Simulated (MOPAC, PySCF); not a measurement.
C$_{5}$H$_{6}$, SMILES `C(C1CC1)#C`, neutral singlet in the gas phase. 

Cartesian coordinates (Å):
```xyz
11

C      2.3128    -0.2957    -0.9332
C      1.2904    -0.3481    -0.3045
C      0.0675    -0.4055     0.4402
C     -0.7665     0.8473     0.6213
C     -1.2602    -0.2443    -0.2733
H      3.2177    -0.2510    -1.4868
H      0.0777    -1.0948     1.2756
H     -0.3928     1.7514     0.1625
H     -1.2442     0.9857     1.5811
H     -2.0797    -0.8616     0.0671
H     -1.2226    -0.0833    -1.3411
```
Charge 0, multiplicity 1.

All levels are single points at this geometry (B3LYP-D3(BJ)/def2-TZVP); Pople sets use spherical d functions. Orbital energies aren't observables, and empty levels follow the basis.

```tsv
level	HOMO (eV)	LUMO (eV)	gap (eV)	dipole (D)	vertical IE, Delta-SCF (eV)
B3LYP-D3(BJ)/def2-TZVP in PySCF	-6.97	0.63	7.60	0.99	–
PBE-D3(BJ)/def2-TZVP in PySCF	-6.03	-0.06	5.97	1.02	–
B3LYP/3-21G in PySCF	-6.75	1.60	8.35	0.87	–
B3LYP/6-311+G** in PySCF	-6.99	0.02	7.01	1.01	–
BP86/6-31G* in PySCF	-5.71	0.53	6.24	0.90	–
M06-2X/6-31G* in PySCF	-8.06	2.60	10.67	0.83	–
PBE/6-31G* in PySCF	-5.62	0.62	6.24	0.89	8.94
SVWN5/6-31G* in PySCF	-5.75	0.42	6.18	0.90	9.15
HF/3-21G in PySCF	-9.71	5.85	15.57	0.86	–
HF/6-31G* in PySCF	-9.57	5.60	15.16	0.82	8.31
HF/STO-3G in PySCF	-8.20	9.96	18.15	0.57	–
AM1 in MOPAC	-10.30	1.66	11.96	0.40	–
PM6 in MOPAC	-10.39	1.40	11.79	0.71	–
```
